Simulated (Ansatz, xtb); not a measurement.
## Ligand exchange: H2O + C2H7AlS → H2S + C2H7AlO

Species: H2O (water) `O`, singlet; C2H7AlS `C[CH2][AlH][SH]`, singlet; H2S (hydrogen sulfide) `S`, singlet; C2H7AlO `C[CH2][AlH][OH]`, singlet. The partners trade OH for SH: H–OH and Al–SH bonds give way to H–SH and Al–OH.

Shapes, held fixed at every level: PBE0-D4/def2-TZVP. Flexible molecules stand in one conformer, not always the lowest. Programs: Ansatz 0.2.0, xtb 6.7.1. The zero-point and thermal change to 298 K, harmonic and unscaled (PBE0-D4/def2-TZVP), is -7.0 kJ/mol.

Problem. Estimate ΔH(298 K) of this reaction.

Solution. The highest level, CCSD(T)/CBS estimate, gives ΔH(298 K) = -21.1 kJ/mol; the levels span -47.2 to -15.4. The column of differences is taken from that level and isn't an error. No measured value is set beside it here. The CBS estimate extrapolates MP2 from def2-TZVPP and def2-QZVPP and adds CCSD(T) − MP2 in the triple-zeta set, cores frozen.

```tsv
level	kind	ΔH(298 K) (kJ/mol)	less CCSD(T)/CBS estimate
GFN1-xTB	semi-empirical	-47.2	-26.1
SPW92/def2-TZVPP	LDA	-20.0	+1.1
PBE-D4/def2-TZVPP	GGA	-16.8	+4.3
r2SCAN-D4/def2-TZVPP	meta-GGA	-23.1	-2.0
PBE0-D4/def2-TZVPP	global hybrid	-15.4	+5.7
MP2/def2-TZVPP	perturbation theory	-23.6	-2.5
CCSD/def2-SVP	coupled cluster or CI	-32.1	-11.0
CCSD(T)/def2-TZVPP	coupled cluster or CI	-25.2	-4.1
CCSD(T)/CBS estimate	coupled cluster or CI	-21.1	0.0
```
